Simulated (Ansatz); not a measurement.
C$_{4}$H$_{9}$O$_{2}$ (SMILES CO[CH]C(C)O), doublet, geometry from GFN2-xTB. Base run: B3LYP/6-31G (Ansatz, a quantum-chemistry and plane-wave program).

Geometry (Å):
```xyz
15

C      2.5608    -0.8338    -0.0519
O      1.3587    -0.3559    -0.5942
C      0.3046    -0.2832     0.2721
C     -0.9184     0.4075    -0.2056
C     -2.1576    -0.4902    -0.0686
O     -1.0823     1.5969     0.5646
H      2.4526    -1.8651     0.3035
H      2.8955    -0.2075     0.7823
H      3.2992    -0.8019    -0.8514
H      0.4941    -0.3719     1.3289
H     -0.7719     0.6663    -1.2658
H     -3.0438     0.0237    -0.4383
H     -2.3086    -0.7475     0.9770
H     -2.0189    -1.4025    -0.6412
H     -1.9463     1.9761     0.3659
```
Charge 0, spin multiplicity 2.
Orbitals are unrestricted.
All else is at Ansatz's defaults.
Base energy -308.10870 Eh.

Variants of this job, named by their change:

| change | ΔE vs base (µEh) |
|---|---|
| base | 0.0 |
| point_charge = charge:0.5 position_ang:-5.2344, 3.4324, -1.6349 | 2312 |
| lower_state_search = light | 0.0 |
| final_grid = 10, 20, 41 | 0.1 |
| final_grid = 4, 8, 17 | 406 |
| lower_state_search = full | 0.0 |
| point_charge = charge:-1.0 position_ang:-1.1009, 1.8838, 6.1365 | 2679 |
| nuclear_model = gaussian | 38.0 |
| point_charge = charge:1.0 position_ang:-3.0835, -5.9623, -0.1016 | -269 |
| accuracy = high | 7.5 |
| fitting.mean_field = def2-universal-JKFIT | -83.1 |
